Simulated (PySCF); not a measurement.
Computed shifts of a molecule C3H3Cl2F, PBE/pcSseg-1 (PySCF), GIAO, gas phase, atoms alike by connectivity averaged where their shifts nearly agree, in ppm (number of nuclei): ¹³C: 158.6 (1), 127.1 (1), 23.9 (1). ¹⁹F: -99.5 (1). ¹H: 2.39 (3). References: ¹³C against TMS (σ = 182.0 ppm); ³⁵Cl against HCl (σ = 936.5 ppm); ¹⁹F against CFCl3 (σ = 133.6 ppm); ¹H against TMS (σ = 31.49 ppm), references at their B3LYP-D3(BJ)/def2-TZVP geometries, non-relativistic (without spin–orbit terms, shifts of atoms bonded to Cl or Br come out too high). Geometry: TPSSh-D3(BJ)/def2-SVP. The values are those of a single conformer.

Question: Which structure fits?
A) F[C@@H]1CC1(Cl)Cl
B) CC(F)=C(Cl)Cl
C) C/C(Cl)=C(\F)Cl

Answer: C, C/C(Cl)=C(\F)Cl
